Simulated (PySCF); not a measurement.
Problem. Give a GFN2-xTB geometry of InChI=1S/C6H5F3O/c1-2-3-4-5(10)6(7,8)9/h2,4H,1H3.

Solution. 
```xyz
15
C6H5F3O angstrom
C     -2.126    0.498    1.271
C     -1.588   -0.273    0.106
C     -0.427   -0.831    0.056
C      0.764   -1.385    0.004
C      1.945   -0.700   -0.484
O      3.051   -1.166   -0.576
C      1.694    0.782   -0.903
F      2.797    1.366   -1.363
F      1.255    1.519    0.134
F      0.759    0.883   -1.865
H     -2.412    1.496    0.941
H     -1.383    0.583    2.058
H     -3.012    0.000    1.661
H     -2.244   -0.356   -0.752
H      0.923   -2.407    0.323
```

Any rigid rotation of these coordinates is as good. Atoms count from 1 in this order. The 5 C–C bonds span 1.289 Å (C2=C3, drawn double) to 1.560 Å (C5–C7, drawn single), a spread of 0.271 Å. Of the pairs four or more bonds apart, C3···F10 is among the closest relative to their van der Waals radii: 2.83 Å, 89 % of the sum of Bondi's values.

Bonds between heavy atoms (Å): C1–C2 1.497, C2=C3 1.289, C3=C4 1.314, C4–C5 1.451, C5=O6 1.203, C5–C7 1.560, C7–F8 1.330, C7–F9 1.345, C7–F10 1.345.

Computed geometry: GFN2-xTB, gas phase.

Point group: C1 (no symmetry element, even within 0.4 Å). No frequency check. One conformer, not necessarily the lowest (C3–C4–C5–O6 -179°).
